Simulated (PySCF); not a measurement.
dimethylacetylene (C₄H₆), singlet, at a GFN2-xTB geometry, with bond 10-4 at 2.0 times its length; B3LYP/6-31G in PySCF.

The PySCF input:
```python
from pyscf import gto, scf, dft

mol = gto.M(
    atom='''
C     0.003502    0.006812    2.047175
C     0.001025    0.001993    0.598972
C    -0.001025   -0.001993   -0.598972
C    -0.003502   -0.006812   -2.047175
H    -0.016610    1.031669    2.417917
H    -0.871960   -0.521715    2.424549
H     0.900994   -0.485783    2.421397
H    -0.024893    1.015554   -2.424658
H     0.892711   -0.501897   -2.421178
H    -1.756984   -1.068846   -2.788878
''',
    basis='6-31g',
    charge=0,
    spin=0,
    verbose=4,
)

mf = dft.RKS(mol)
mf.xc = 'b3lyp'
mf.diis_space = 20
mf.kernel()
```

It wrote (shortened):

```
PySCF version 2.14.0

[INPUT] verbose = 4
[INPUT] num. atoms = 10
[INPUT] num. electrons = 30
[INPUT] charge = 0
[INPUT] spin (= nelec alpha-beta = 2S) = 0
[INPUT] symmetry False subgroup None
[INPUT] Mole.unit = angstrom
[INPUT] Symbol           X                Y                Z      unit          X                Y                Z       unit  Magmom
[INPUT]  1 C      0.003502000000   0.006812000000   2.047175000000 AA    0.006617820888   0.012872814361   3.868600079056 Bohr   0.0
[INPUT]  2 C      0.001025000000   0.001993000000   0.598972000000 AA    0.001936969278   0.003766224166   1.131893036283 Bohr   0.0
[INPUT]  3 C     -0.001025000000  -0.001993000000  -0.598972000000 AA   -0.001936969278  -0.003766224166  -1.131893036283 Bohr   0.0
[INPUT]  4 C     -0.003502000000  -0.006812000000  -2.047175000000 AA   -0.006617820888  -0.012872814361  -3.868600079056 Bohr   0.0
[INPUT]  5 H     -0.016610000000   1.031669000000   2.417917000000 AA   -0.031388350929   1.949571861204   4.569200921930 Bohr   0.0
[INPUT]  6 H     -0.871960000000  -0.521715000000   2.424549000000 AA   -1.647765591576  -0.985898465077   4.581733585588 Bohr   0.0
[INPUT]  7 H      0.900994000000  -0.485783000000   2.421397000000 AA    1.702631899876  -0.917996825970   4.575777168843 Bohr   0.0
[INPUT]  8 H     -0.024893000000   1.015554000000  -2.424658000000 AA   -0.047040952419   1.919118924707  -4.581939565736 Bohr   0.0
[INPUT]  9 H      0.892711000000  -0.501897000000  -2.421178000000 AA    1.686979298387  -0.948447872741  -4.575363318822 Bohr   0.0
[INPUT] 10 H     -1.756984000000  -1.068846000000  -2.788878000000 AA   -3.320218565243  -2.019826209337  -5.270215614825 Bohr   0.0

nuclear repulsion = 98.2703308863549
number of shells = 32
number of NR pGTOs = 112
number of NR cGTOs = 48
basis = 6-31g
ecp = {}

******** <class 'pyscf.dft.rks.RKS'> ********
method = RKS
initial guess = minao
damping factor = 0
level_shift factor = 0
DIIS = <class 'pyscf.scf.diis.CDIIS'>
diis_start_cycle = 1
diis_space = 20
diis_damp = 0
SCF conv_tol = 1e-09
SCF conv_tol_grad = None
SCF max_cycles = 50
direct_scf = True
direct_scf_tol = 1e-13
XC library pyscf.dft.libxc version 7.1.2
    S. Lehtola, C. Steigemann, M. J. T. Oliveira, and M. A. L. Marques,  SoftwareX 7, 1–5 (2018)
XC functionals = b3lyp
    P. J. Stephens, F. J. Devlin, C. F. Chabalowski, and M. J. Frisch,  J. Phys. Chem. 98, 11623 (1994)
radial grids:
    Treutler-Ahlrichs [JCP 102, 346 (1995); DOI:10.1063/1.469408] (M4) radial grids

becke partition: Becke, JCP 88, 2547 (1988); DOI:10.1063/1.454033
pruning grids: <function nwchem_prune>
grids dens level: 3
symmetrized grids: False
atomic radii adjust function: <function treutler_atomic_radii_adjust>
small_rho_cutoff = 0
Set gradient conv threshold to 3.16228e-05
Initial guess from minao.
tot grids = 115320
init E= -156.080313013133
  HOMO = -0.257300009033276  LUMO = -0.143953852090211  gap/eV = 3.08431
cycle= 1 E= -155.753929535052  delta_E= 0.326  |g|= 0.339  |ddm|= 2.87
  HOMO = -0.176480665324277  LUMO = -0.0673994404040321  gap/eV = 2.96825
cycle= 2 E= -155.656794874122  delta_E= 0.0971  |g|= 0.533  |ddm|= 1.18
  HOMO = -0.221707038263689  LUMO = -0.0808727525416282  gap/eV = 3.83230
cycle= 3 E= -155.788822824602  delta_E= -0.132  |g|= 0.133  |ddm|=    1
  HOMO = -0.230378254708029  LUMO = -0.088350445219467  gap/eV = 3.86477
cycle= 4 E= -155.797939224096  delta_E= -0.00912  |g|= 0.0369  |ddm|= 0.243
  HOMO = -0.233983151678542  LUMO = -0.0924307671922815  gap/eV = 3.85184
cycle= 5 E= -155.798183940229  delta_E= -0.000245  |g|= 0.0147  |ddm|= 0.0587
  HOMO = -0.233000572374275  LUMO = -0.0899154598313929  gap/eV = 3.89354
cycle= 6 E= -155.798313562747  delta_E= -0.00013  |g|= 0.00291  |ddm|= 0.0295
  HOMO = -0.23270812825233  LUMO = -0.0895875713864445  gap/eV = 3.89451
cycle= 7 E= -155.798317063666  delta_E= -3.5e-06  |g|= 0.000396  |ddm|= 0.00471
  HOMO = -0.232753537763902  LUMO = -0.0896191993053628  gap/eV = 3.89488
cycle= 8 E= -155.798317117362  delta_E= -5.37e-08  |g|= 9.17e-05  |ddm|= 0.000961
  HOMO = -0.232752795810455  LUMO = -0.0896199363168086  gap/eV = 3.89484
cycle= 9 E= -155.798317119246  delta_E= -1.88e-09  |g|= 6.29e-05  |ddm|= 0.000163
  HOMO = -0.232752860424495  LUMO = -0.0896223009027033  gap/eV = 3.89478
cycle= 10 E= -155.798317120299  delta_E= -1.05e-09  |g|= 1.07e-05  |ddm|= 8.03e-05
  HOMO = -0.232753207487147  LUMO = -0.0896224494417972  gap/eV = 3.89479
cycle= 11 E= -155.79831712035  delta_E= -5.08e-11  |g|= 1.1e-06  |ddm|= 1.59e-05
  HOMO = -0.232753391882264  LUMO = -0.0896227029806396  gap/eV = 3.89478
Extra cycle  E= -155.798317120346  delta_E= 3.67e-12  |g|= 2.82e-06  |ddm|= 6.32e-06
converged SCF energy = -155.798317120346
```
